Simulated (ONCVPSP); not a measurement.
Ranking ONCV potentials for Si (Z = 14)

All share these settings but for the change named:

ONCVPSP 4.0.1 input, shortened (lines: element, Z, core and valence counts, functional; n l f; lmax; l rc ep ncon nbas qcut; lloc lpopt rc5 dvloc0; l nproj debl; icmod fcfact rcfact), PBEsol, scalar-relativistic:

```
  Si 14.00    1    4  -116133      upf
    1    0    2.00
    2    0    2.00
    2    1    6.00
    3    0    2.00
    3    1    1.75
    1
    0    0.90    0.00    5   10   14.80
    1    0.95    0.00    4    9   16.10
    4    1    0.60    2.00
    0    2    3.30
    1    2    3.60
    1    0.40    0.00
```

Cutoff: the first of the cutoffs (Ha) at which the residual kinetic energy of the hardest occupied pseudo-wave falls to 1 and 0.1 mHa per electron; the density cutoff is not measured.

The base gives 95 Ha.

Of 8 variants that were run, those that failed, showed a ghost or another fault, or gave nearly equal values are left out.

A variant can come out equal or close to the base.

Rank these variants from softest to hardest (loose cutoff).
A. all radii but the core radius scaled by about 0.85 (s 0.76, p 0.82 bohr); local potential polynomial inside 0.52 bohr (lpopt 1, dvloc0 2 Ha)
B. all radii but the core radius scaled by about 1.32 (s 1.18, p 1.26 bohr); local potential polynomial inside 0.80 bohr (lpopt 1, dvloc0 2 Ha)
C. all radii but the core radius scaled by about 1.14 (s 1.02, p 1.08 bohr); local potential polynomial inside 0.68 bohr (lpopt 1, dvloc0 2 Ha)

B (74 Ha), C (86 Ha), A (107 Ha).
